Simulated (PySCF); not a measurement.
PySCF input for AgF, SMILES [F][Ag], multiplicity 1, TDDFT-LC-ωPBE/def2-TZVPD. The structure is a stationary point at B3LYP-D3(BJ)/def2-TZVPD. The spin state was assumed, not searched. The def2 effective core potentials stand for the cores of Ag; spin–orbit coupling is left out.

```python
import numpy as np
from pyscf import gto, scf, dft, tdscf

mol = gto.M(
    atom='''
    Ag    0.00000000    0.00000000   -0.32165514
    F     0.00000000    0.00000000    1.67975462
    ''',
    basis='def2-TZVPD',
    ecp={'Ag': 'def2-tzvp'},
    charge=0,
    spin=0,
    symmetry=True,
    symmetry_subgroup='C2v',
    max_memory=1600,
    verbose=4,
)
mf = dft.RKS(mol, xc='lc_wpbe').density_fit(auxbasis='def2-universal-jkfit')
mf.grids.level = 3
mf.conv_tol = 1e-9
mf.max_cycle = 100
mf.kernel()
mf.grids = dft.Grids(mol).set(level=1).build(with_non0tab=True)  # coarser grid for the response kernel
td = tdscf.TDDFT(mf)
td.singlet = True
td.nstates = 10
td.conv_tol = 1e-4
td.positive_eig_threshold = 1e-6
td.kernel(x0=td.get_init_guess(mf, 15))
td.analyze()
tt = tdscf.TDA(mf)
tt.singlet = False
tt.nstates = 4
tt.conv_tol = 1e-4
tt.positive_eig_threshold = 1e-6
tt.kernel(x0=tt.get_init_guess(mf, 9))
tt.analyze(verbose=3)
```

Program output:

```
PySCF version 2.14.0

[INPUT] verbose = 4
[INPUT] num. atoms = 2
[INPUT] num. electrons = 28
[INPUT] charge = 0
[INPUT] spin (= nelec alpha-beta = 2S) = 0
[INPUT] symmetry True subgroup C2v
[INPUT] Mole.unit = angstrom
[INPUT] Symbol           X                Y                Z      unit          X                Y                Z       unit  Magmom
[INPUT]  1 Ag     0.000000000000   0.000000000000  -0.321655140000 AA    0.000000000000   0.000000000000  -0.607840121159 Bohr   0.0
[INPUT]  2 F      0.000000000000   0.000000000000   1.679754620000 AA    0.000000000000   0.000000000000   3.174276188273 Bohr   0.0

nuclear repulsion = 45.2127819479206
point group symmetry = Coov, use subgroup C2v
symmetry origin: [0. 0. 0.]
symmetry axis x: [1. 0. 0.]
symmetry axis y: [0. 1. 0.]
symmetry axis z: [0. 0. 1.]
num. orbitals of irrep A1 = 36
num. orbitals of irrep A2 = 8
num. orbitals of irrep B1 = 18
num. orbitals of irrep B2 = 18
number of shells = 28
number of NR pGTOs = 120
number of NR cGTOs = 80
basis = def2-TZVPD
ecp = {'Ag': 'def2-tzvp'}


[settings echo left out]
init E= -235.720840067219
HOMO (B2) = -0.936681320674129  LUMO (A1) = -0.666287276641562  gap/eV = 7.35780
cycle= 1 E= -245.801291307912  delta_E= -10.1  |g|= 2.75  |ddm|= 4.73
HOMO (B1) = 0.0327544515781442  LUMO (A1) = 0.0368470074604622  gap/eV = 0.11136
cycle= 2 E= -242.508551960739  delta_E= 3.29  |g|= 5.11  |ddm|= 4.51
HOMO (A1) = -0.456454995357369  LUMO (A1) = -0.162515968064714  gap/eV = 7.99849
cycle= 3 E= -246.791302156387  delta_E= -4.28  |g|= 0.469  |ddm|= 3.82
HOMO (A1) = -0.396067438187529  LUMO (A1) = -0.0442786247865392  gap/eV = 9.57266
cycle= 4 E= -246.817189130797  delta_E= -0.0259  |g|= 0.361  |ddm|= 0.411
HOMO (A1) = -0.380608809923139  LUMO (A1) = -0.036854036500781  gap/eV = 9.35404
cycle= 5 E= -246.83418860345  delta_E= -0.017  |g|= 0.0547  |ddm|= 0.153
HOMO (A1) = -0.392139992948355  LUMO (A1) = -0.038812805482106  gap/eV = 9.61452
cycle= 6 E= -246.83479207703  delta_E= -0.000603  |g|= 0.0164  |ddm|= 0.0467
HOMO (A1) = -0.393458664572549  LUMO (A1) = -0.0400997487735886  gap/eV = 9.61539
cycle= 7 E= -246.834866034421  delta_E= -7.4e-05  |g|= 0.00546  |ddm|= 0.0138
HOMO (A1) = -0.394228018926498  LUMO (A1) = -0.0406436912744184  gap/eV = 9.62152
cycle= 8 E= -246.834887313885  delta_E= -2.13e-05  |g|= 0.00158  |ddm|= 0.00979
HOMO (A1) = -0.39409669150637  LUMO (A1) = -0.0407747703467756  gap/eV = 9.61438
cycle= 9 E= -246.834890843106  delta_E= -3.53e-06  |g|= 0.000847  |ddm|= 0.00466
HOMO (A1) = -0.393924650480649  LUMO (A1) = -0.0407313258019855  gap/eV = 9.61088
cycle= 10 E= -246.834891656421  delta_E= -8.13e-07  |g|= 0.000258  |ddm|= 0.00289
HOMO (A1) = -0.393893848420301  LUMO (A1) = -0.0407119747678308  gap/eV = 9.61057
cycle= 11 E= -246.834891773366  delta_E= -1.17e-07  |g|= 4.91e-05  |ddm|= 0.00147
HOMO (A1) = -0.393887473111999  LUMO (A1) = -0.0407094501199268  gap/eV = 9.61046
cycle= 12 E= -246.834891776005  delta_E= -2.64e-09  |g|= 7.18e-06  |ddm|= 0.0002
HOMO (A1) = -0.39388708115948  LUMO (A1) = -0.0407090414894036  gap/eV = 9.61046
cycle= 13 E= -246.834891776067  delta_E= -6.2e-11  |g|= 3.07e-06  |ddm|= 2.69e-05
HOMO (A1) = -0.393886340659286  LUMO (A1) = -0.0407089530267228  gap/eV = 9.61045
Extra cycle  E= -246.834891776069  delta_E= -1.99e-12  |g|= 3.3e-06  |ddm|= 4.59e-06
converged SCF energy = -246.834891776069
tot grids = 13512
Overwritten attributes  positive_eig_threshold  of <class 'pyscf.tdscf.rks.TDDFT'>


******** <class 'pyscf.tdscf.rks.TDDFT'> for <class 'pyscf.df.df_jk.DFSymAdaptedRKS'> ********
nstates = 10 singlet
deg_eia_thresh = 1.000e-03
wfnsym = None
conv_tol = 0.0001
eigh lindep = 1e-12
eigh level_shift = 0
eigh max_cycle = 100


Excitation energies (eV)
[3.65116438 3.90082944 3.90082944 4.61906219 4.6190623  5.800165
 5.800165   7.04545896 7.10535022 7.10535022]

** Singlet excitation energies and oscillator strengths **
Excited State   1:   A1      3.65116 eV    339.57 nm  f=0.0055
       7 -> 15        0.25202
      14 -> 15        0.64348
      14 -> 19       -0.11741
Excited State   2:   B1      3.90083 eV    317.84 nm  f=0.0142
       8 -> 15       -0.31309
      12 -> 15        0.60907
      12 -> 19       -0.11751
Excited State   3:   B2      3.90083 eV    317.84 nm  f=0.0142
       9 -> 15       -0.31309
      13 -> 15        0.60907
      13 -> 19       -0.11751
Excited State   4:   A2      4.61906 eV    268.42 nm  f=0.0000
      11 -> 15        0.68593
      11 -> 19       -0.16160
Excited State   5:   A1      4.61906 eV    268.42 nm  f=0.0000
      10 -> 15       -0.68593
      10 -> 19        0.16160
Excited State   6:   B1      5.80016 eV    213.76 nm  f=0.0014
       8 -> 15        0.60363
       8 -> 19       -0.12654
      12 -> 15        0.29827
      12 -> 18       -0.13874
Excited State   7:   B2      5.80016 eV    213.76 nm  f=0.0014
       9 -> 15        0.60363
       9 -> 19       -0.12654
      13 -> 15        0.29827
      13 -> 18       -0.13874
Excited State   8:   A1      7.04546 eV    175.98 nm  f=0.0392
       7 -> 15       -0.51565
      12 -> 16        0.25068
      13 -> 17        0.25068
      14 -> 15        0.18116
      14 -> 18       -0.19274
Excited State   9:   B2      7.10535 eV    174.49 nm  f=0.0918
       7 -> 17        0.12949
      14 -> 17        0.66890
      14 -> 24        0.13820
Excited State  10:   B1      7.10535 eV    174.49 nm  f=0.0918
       7 -> 16        0.12949
      14 -> 16        0.66890
      14 -> 23        0.13820

** Transition electric dipole moments (AU) **
state          X           Y           Z        Dip. S.      Osc.
  1         0.0000      0.0000      0.2472      0.0611      0.0055
  2         0.3857     -0.0000     -0.0000      0.1488      0.0142
  3        -0.0000      0.3857      0.0000      0.1488      0.0142
  4        -0.0000      0.0000      0.0000      0.0000      0.0000
  5        -0.0000     -0.0000     -0.0000      0.0000      0.0000
  6         0.0987     -0.0000     -0.0000      0.0097      0.0014
  7        -0.0000      0.0987      0.0000      0.0097      0.0014
  8        -0.0000      0.0000      0.4768      0.2273      0.0392
  9         0.0000     -0.7263     -0.0000      0.5276      0.0918
 10        -0.7263      0.0000      0.0000      0.5276      0.0918

WARN: ECP detected. Skipping calculation of transition velocity and magnetic dipole moments, which have not yet been implemented.

Overwritten attributes  positive_eig_threshold  of <class 'pyscf.tdscf.rks.TDA'>


******** <class 'pyscf.tdscf.rks.TDA'> for <class 'pyscf.df.df_jk.DFSymAdaptedRKS'> ********
nstates = 4 triplet
deg_eia_thresh = 1.000e-03
wfnsym = None
conv_tol = 0.0001
eigh lindep = 1e-12
eigh level_shift = 0
eigh max_cycle = 100


Excitation energies (eV)
[2.83758687 3.4047821  3.4047821  4.22195927]

** Triplet excitation energies and oscillator strengths **
Excited State   1:   A1      2.83759 eV    436.94 nm  f=0.0000
Excited State   2:   B2      3.40478 eV    364.15 nm  f=0.0000
Excited State   3:   B1      3.40478 eV    364.15 nm  f=0.0000
Excited State   4:   A2      4.22196 eV    293.67 nm  f=0.0000
```

The run converged.

Cost: around 21 core-seconds (rough).
